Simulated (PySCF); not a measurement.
Bond length, frequency and bond energy of LiHg by level of theory

State: ²Σ⁺ (doublet), unpaired electrons σ ↑. Set-up: Li def2-SVPD, Hg def2-SVPD with ECP60; scalar-relativistic core potentials (PySCF 2.14). De refers to Li + Hg in their ground configurations, without counterpoise correction. The functionals are run spin-unrestricted. A positive dipole means Li(−)Hg(+). Levels whose curve was spin-contaminated or gave no clean fit are not listed.

| Level | Re (Å) | ωe (cm⁻¹) | De (eV) | μ (D) | CPU s a point (SCF and correlation, without the integrals) |
| --- | --- | --- | --- | --- | --- |
| UHF-CCSD | 3.497 | 49.3 | 0.029 | n/a | n/a |
| UHF-CCSD(T) | 3.421 | 56.4 | 0.035 | n/a | 5.4 |
| PBE | 3.011 | 143 | 0.154 | 0.19 | 0.3 |
| PBEsol | 2.956 | 158 | 0.199 | -0.02 | 0.19 |
| PW91 | 2.982 | 151 | 0.175 | 0.16 | 0.21 |
| r²SCAN | 2.998 | 149 | 0.179 | -0.25 | 0.41 |
| PBE0 | 3.071 | 127 | 0.118 | 0.21 | 0.51 |
| MN15 | 2.840 | 231 | 0.463 | -1.77 | 0.73 |
| LC-ωPBE | 3.218 | 89.3 | 0.052 | 0.35 | 0.43 |

(1) Which functional lies closest to UHF-CCSD(T) in De, which farthest, and by how much do they differ from it?

Correlated steps freeze no core orbitals. The bond is weak. Basis-set superposition, not corrected here, can be much of De in a small basis, most of all at correlated wavefunction levels. Functionals without a dispersion term scatter widely for such bonds, and LDA overbinds them. Spin–orbit coupling is left out. The state was picked by a PBE0 search and need not be the measured ground state.

The whole job (state search and all levels along the bond) took about 1.6 min on 1 thread of Intel Xeon 6975P-C (shared host), peak memory 0.57 GiB.

Answers

(1) Closest is LC-ωPBE (-20.3 pm in Re, +58.3 % in ωe, +0.02 eV in De against UHF-CCSD(T) in the same basis), farthest MN15 (-58.1 pm in Re, +309.6 % in ωe, +0.43 eV in De). CCSD(T) converges more slowly with the basis than the functionals do and binds too weakly in this one, so the order can change at the basis-set limit.
